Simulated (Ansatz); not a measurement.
`F[SiH](F)[CH2][GeH3]` + `O[SiH2]F` → `F[SiH2][O][GeH3]` + `C[SiH](F)F`  (ligand exchange at a Ge–C bond)

Calculated with Ansatz (gas phase, PBE0-D4/def2-TZVP geometries, no zero-point term in ΔE). CCSD(T)/CBS adds triple-zeta CCSD(T) − MP2 to the extrapolated MP2 energy (def2 sets, frozen cores). Functionals use def2-TZVPP. For Ge outer-core shells are correlated without core-valence functions, which leaves a few kJ/mol of doubt a bond. Scalar relativity is left out up to krypton. One conformer a species, not always the lowest.

`F[SiH](F)[CH2][GeH3]`:

Z-matrix (Å, degrees):
```
Si
F 1 1.591
C 1 1.835 2 109.7
F 1 1.591 2 106.5 3 119.8
H 1 1.477 2 107.9 3 -124.8
Ge 3 1.967 1 114.6 2 -56.5
H 3 1.094 1 109.7 2 65.4
H 3 1.095 1 108.7 2 -177.4
H 6 1.537 3 109.1 1 -169.6
H 6 1.538 3 109.7 1 -50.1
H 6 1.535 3 109.8 1 70.2
```

`O[SiH2]F`:

```xyz
6

O     0.846    0.462    0.831
Si   -0.268   -0.268   -0.109
F     0.355   -0.675   -1.521
H     1.131    1.350    0.612
H    -0.660   -1.503    0.595
H    -1.405    0.634   -0.409
```

`F[SiH2][O][GeH3]`:

Z-matrix (Å, degrees):
```
Si
O 1 1.614
F 1 1.598 2 110.3
H 1 1.483 2 111.3 3 117.5
H 1 1.477 2 108.6 3 -117.6
Ge 2 1.782 1 136.3 3 -67.1
H 6 1.532 2 105.5 1 -147.5
H 6 1.533 2 107.5 1 92.8
H 6 1.537 2 108.1 1 -27.7
```

`C[SiH](F)F`:

Cartesian coordinates in Å:
```
C -0.145 0.490 -0.846
Si 0.119 -0.379 0.754
F 1.555 -1.063 0.766
F -0.948 -1.548 0.916
H -0.062 -0.207 -1.683
H 0.597 1.280 -0.981
H -1.138 0.945 -0.876
H 0.023 0.482 1.951
```

| level | ΔE (kJ/mol) |
| --- | --- |
| B2PLYP | -54.1 |
| PBE | -42.7 |
| MP2/def2-TZVPP | -46.6 |
| HF/CBS(def2) | -72.5 |

(1) What does CCSD(T)/CBS give? (Estimate.)

Largest T1 diagnostic among the species: 0.012.

Results:

(1) Ansatz gave: -45.0 kJ/mol. The listed levels differ from it by -9.1, 2.3, -1.6, -27.5 kJ/mol.

In def2-TZVPP, CCSD(T) changes the Hartree–Fock value by +22.3 kJ/mol (the triples alone add +2.2 kJ/mol) and MP2 by +23.4 kJ/mol.
